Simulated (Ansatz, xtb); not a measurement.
**Ranking isomers of C6H11F**

5 gas-phase structures of C6H11F, from a drawn sample of its isomers (lower ones may exist). Each was relaxed with GFN2-xTB; where two conformers were screened, the lower at r2SCAN-D4/def2-SVP is listed:

A. `C[C@@H]1CCC[C@@H]1F`, a singlet
B. `C[C@@H]1CCC[C@H]1F`, a singlet
C. `C[C@@H]1CC[C@@H](F)C1`, a singlet
D. `C[C@@H]1CC[C@H](F)C1`, a singlet
E. `CC1(F)CCCC1`, a singlet

Problem. Which do you expect lowest at r2SCAN-D4/def2-SVP, and how would the others follow?

Solution. Calculated order at r2SCAN-D4/def2-SVP: E (0.0), A (2.9), C (3.7), D (3.8), B (5.3) kcal/mol. Less than 1 kcal/mol parts A and C; C and D, so the order within those pairs means little.

Energies above the lowest of each column, in kcal/mol; the last columns are at B3LYP/def2-SVP geometries:

| structure | GFN2-xTB | HF/STO-3G | r2SCAN-D4/def2-SVP | B3LYP/def2-SVP | CCSD(T)/def2-SVP + ΔMP2/def2-TZVPP |
| --- | --- | --- | --- | --- | --- |
| E | 0.1 | 0.0 | 0.0 | 0.0 | 0.0 |
| A | 1.2 | 1.6 | 2.9 | 2.6 | 3.1 |
| C | 0.0 | 1.3 | 3.7 | 2.8 | 2.9 |
| D | 0.1 | 1.4 | 3.8 | 3.1 | 3.1 |
| B | 0.4 | 2.2 | 5.3 | 3.9 | 3.4 |

Every level run on E puts it lowest or level with the lowest. CCSD(T)/def2-SVP + ΔMP2/def2-TZVPP orders those it was run on as E (0.0), C (2.9), A (3.1), D (3.1), B (3.4) kcal/mol. Less than 1 kcal/mol parts C and A; A and D; D and B, so the order within those pairs means little. Flexible structures stand in one conformer each, not always the lowest. ΔMP2 is the change of the MP2 energy from the smaller to the larger basis.

Over these structures GFN2-xTB departs from r2SCAN-D4/def2-SVP by 1.6 kcal/mol on average once a common shift is removed. A GFN2-xTB relaxation took about 0.17 s and the r2SCAN-D4/def2-SVP energy about 4.8 s on a shared host (Ansatz 0.2.0, xtb 6.7.1).
